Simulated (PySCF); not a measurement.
## Assigning NMR signals

Molfile (atoms numbered from 1):
```
C5H13NSi2
     RDKit          3D

 21 21  0  0  0  0  0  0  0  0999 V2000
   -1.4089   -0.4458    1.5581 C   0  0  0  0  0  0  0  0  0  0  0  0
   -1.1297   -0.1400    0.2923 C   0  0  0  0  0  0  0  0  0  0  0  0
   -2.1729   -0.3168   -0.7734 C   0  0  0  0  0  0  0  0  0  0  0  0
    0.1786    0.4023   -0.1194 C   0  0  1  0  0  0  0  0  0  0  0  0
    1.2522    0.2932    0.8294 N   0  0  0  0  0  0  0  0  0  0  0  0
    2.1544   -1.1525    1.0996 Si  0  0  0  0  0  4  0  0  0  0  0  0
    0.6494    0.2359   -1.5699 C   0  0  0  0  0  0  0  0  0  0  0  0
    0.2894    2.0259   -1.1523 Si  0  0  0  0  0  4  0  0  0  0  0  0
   -2.3790   -0.8146    1.8448 H   0  0  0  0  0  0  0  0  0  0  0  0
   -0.6880   -0.3546    2.3516 H   0  0  0  0  0  0  0  0  0  0  0  0
   -1.9316   -1.1765   -1.3990 H   0  0  0  0  0  0  0  0  0  0  0  0
   -2.2373    0.5596   -1.4151 H   0  0  0  0  0  0  0  0  0  0  0  0
   -3.1461   -0.4933   -0.3218 H   0  0  0  0  0  0  0  0  0  0  0  0
    1.0669    0.8477    1.6529 H   0  0  0  0  0  0  0  0  0  0  0  0
    3.0411   -0.7946    2.2063 H   0  0  0  0  0  0  0  0  0  0  0  0
    1.3670   -2.3461    1.4360 H   0  0  0  0  0  0  0  0  0  0  0  0
    2.9153   -1.4417   -0.1181 H   0  0  0  0  0  0  0  0  0  0  0  0
    0.0010   -0.3242   -2.2271 H   0  0  0  0  0  0  0  0  0  0  0  0
    1.6778   -0.0811   -1.6598 H   0  0  0  0  0  0  0  0  0  0  0  0
    1.4037    2.8929   -0.8270 H   0  0  0  0  0  0  0  0  0  0  0  0
   -0.9124    2.6413   -1.6885 H   0  0  0  0  0  0  0  0  0  0  0  0
  1  2  2  0
  2  3  1  0
  2  4  1  0
  4  5  1  1
  5  6  1  0
  4  7  1  0
  7  8  1  0
  8  4  1  0
  1  9  1  0
  1 10  1  0
  3 11  1  0
  3 12  1  0
  3 13  1  0
  5 14  1  0
  6 15  1  0
  6 16  1  0
  6 17  1  0
  7 18  1  0
  7 19  1  0
  8 20  1  0
  8 21  1  0
M  END
```

Non-relativistic, gas phase, one computed conformer, equivalent nuclei averaged. GFN2-xTB structure; GIAO PBE0/pcSseg-1 shieldings; PySCF.

References, each an isolated molecule treated in the same way: TMS for ¹³C and ¹H.

Problem. Assign these signals to the numbered atoms. ¹³C{¹H} NMR (computed): δ 154.9 (C), 113.0 (CH2), 47.3 (C), 24.3 (CH3), 10.7 (CH2).

Solution. 
154.9 → C2, fully substituted alkene carbon: an sp2 carbon of a C=C bond
113.0 → C1, terminal =CH2 carbon: an sp2 carbon of a C=C bond
47.3 → C4, three-membered-ring carbon: pulled downfield by the heteroatom
24.3 → C3, allylic methyl carbon: aliphatic region, no heteroatom directly attached
10.7 → C7, three-membered-ring carbon: carbons of three-membered rings are unusually shielded

Problem. Assign these signals to the numbered atoms. ¹H NMR (300 MHz, computed): δ 5.33 (br s, 1H), 5.08 (br s, 1H), 4.45 (s, 3H), 3.15 (m, 1H), 2.66 (m, 1H), 1.58 (s, 3H), 1.35 (m, 1H), 1.29 (m, 1H), 1.22 (br s, 1H).

Solution. 
5.33 → H9, hydrogen on a terminal =CH2 carbon: olefinic region
5.08 → H10, hydrogen on a terminal =CH2 carbon
4.45 → H15/H16/H17, hydrogen on a silicon bonded to N
3.15 → H21, hydrogen on a silicon bonded to 2 C, in a 3-membered ring
2.66 → H20, hydrogen on a silicon bonded to 2 C, in a 3-membered ring
1.58 → H11/H12/H13, hydrogen on an allylic methyl carbon: allylic position
1.35 → H19, hydrogen on a three-membered-ring carbon: cyclopropane-type protons are shielded by the ring
1.29 → H18, hydrogen on a three-membered-ring carbon
1.22 → H14, hydrogen on a nitrogen bonded to C, Si: labile proton, position sensitive to the medium

H19 and H18; H18 and H14 lie closer than the usual error of such a calculation, so a measured spectrum could show them in the other order.

OH and NH positions are those of a molecule without intermolecular hydrogen bonds; in solution they move with solvent, concentration and temperature, and exchange usually removes their couplings. Shifts are as computed. Against solution values, carbons near 30 ppm lie about +3 ppm off and those near 130 ppm about +5 ppm. Of 1309 compounds with measured shifts, 239 miss one by over three times the rms of a fit or turn the order of signals round; such compounds aren't used in these exercises. No couplings were computed; multiplicities are counted from neighbouring protons, with m where these are inequivalent, close in shift, in a saturated or five-membered ring or joined by F or P, and br s for small geminal =CH2 splittings.
